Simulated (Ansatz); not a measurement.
Species: C₄H₆SSi, SMILES `S[SiH]1C=CC=C1` (H–S–Si–C torsion 54°) (charge 0, multiplicity 1).

### Question
Give a relaxed geometry from PBE0-D3(BJ)/def2-TZVP (Ansatz, an electronic-structure program).

### Answer
One answer among several that fit: the end point of this relaxation, one of several conformers (outside a Z-matrix the atoms follow the SMILES, hydrogens last).
Z-matrix (Å, degrees):
```
Si
H 1 1.4852
C 1 1.8627 2 114.38
C 3 1.3404 1 106.60 2 117.65
H 3 1.0818 4 122.99 1 179.57
H 4 1.0870 3 123.65 5 0.11
C 4 1.4816 6 119.36 3 179.94
C 7 1.3404 4 116.99 6 -179.94
H 8 1.0818 7 122.99 4 179.83
H 7 1.0870 8 123.65 9 -0.11
S 1 2.1362 2 103.66 3 -127.33
H 11 1.3443 1 94.06 2 -180.00
```
